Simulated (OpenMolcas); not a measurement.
Pr4+: ligand-field states by method

Pr4+ with 8 ligands (chloride) in square antiprismatic coordination (D4d) at 2.72 Å, a polar angle of 60.2° against the regular 57.3°. A charge of +0.5 e stands 2.8 Å behind each ligand. Ligand basis ANO-RCC-VDZP.

```json
{"Program": "OpenMolcas", "Basis": "ANO-RCC-VDZP [7s6p4d2f1g]", "Scalar Hamiltonian": "DKH2, point nucleus", "Active space": "1 electron in 7 orbitals (4f)", "State averaging": "2S+1 = 2 odd, 7 roots", "Spin-orbit coupling": "RASSI with atomic mean-field integrals over the reference wave functions"}
```

I. CASSCF
II. SS-CASPT2, IPEA 0.25 Eh, imaginary shift 0.1 Eh (closed shells correlated: 5s 5p and the ligand valence shells)

Spin-free states in cm-1, each column counted from its own energy of the first state listed:

```json
{"State": "2S+1 = 2", "Degeneracy": "2", "I": "0", "II": "0"}
{"State": "2S+1 = 2", "Degeneracy": "1", "I": "176", "II": "460"}
{"State": "2S+1 = 2", "Degeneracy": "2", "I": "548", "II": "770"}
{"State": "2S+1 = 2", "Degeneracy": "2", "I": "841", "II": "1130"}
```

With spin-orbit coupling the lowest J multiplet is 510 (I), 630 (II) cm-1 wide, a factor of 1.24 from I to II.

χT at 300 K: I 0.68, II 0.65 cm3 K/mol.

Over all roots computed the reference weight is 0.60 in II; a low but even weight reflects the number of correlated electrons. Splittings of an f shell from a small cluster at a set distance can be off by tens of per cent, mostly too small (holds for II). No measured value stands beside these numbers; the geometry was imposed, not optimised, and the real ion may take another.

A state without a sure symmetry label is named by its multiplicity alone.
